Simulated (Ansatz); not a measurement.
Which method gave which barrier?

Saddle point of SiH$_{4}$BrF, closed shell (SiH₃F ([F][SiH3]) + HBr → SiH₃Br ([SiH3][Br]) + HF; bonds formed: Si1–Br7, F2–H6; bonds broken: Si1–F2, H6–Br7), PBE0-D4/def2-TZVP structure:

```xyz
7
angstrom
Si -0.6018 -0.1976 0.0692
F 1.1670 -0.2792 0.8532
H -0.5620 -1.2860 -0.9207
H -0.9980 -0.7370 1.3957
H -1.5932 0.8682 -0.1921
H 1.5757 0.3331 0.1220
Br 1.0124 1.2982 -1.3272
```

Computed with Ansatz 0.2.0 (basis: def2-TZVPP, with def2-QZVPP for the basis limit); correlated methods freeze the cores. Filled d shells of the heavier atoms are correlated. The def2 sets are not built for correlating such inner shells, so the correlated values are less sure here. Extrapolation: Hartree–Fock as exp(−7.88 √X), correlation as X^−2.97. Four methods, as single points on the PBE0-D4 structures, gave these electronic barriers from the start structure: 21.59, 32.34, 38.82, 52.34 kcal/mol.

Q: The methods were, in alphabetical order, CCSD(T), HF, r2SCAN-D4, SPW92. Which gave which? (A judgement: the text doesn't fix the answer.)

A: Computed: SPW92 21.59; r2SCAN-D4 32.34; CCSD(T) 38.82; HF 52.34 kcal/mol. For comparison, CCSD(T) at an estimated basis limit (MP2 extrapolated from triple and quadruple zeta, plus CCSD(T) − MP2 in triple zeta) gives 37.14 kcal/mol.

The T1 diagnostic stays at or below 0.010.

Labels in which every atom is bracketed show which atoms are joined, not bond orders.

For scale, one of the runs: CCSD(T)/def2-TZVPP, 177 basis functions, launched by `ansatz run in.yaml --threads 4 --pin off --events-out ev --progress --plain --max-ram 9574MiB`. Time: 47 s of wall clock on 4 CPU threads of an Intel Xeon; the host was shared. Peak host memory: 1.6 GiB.
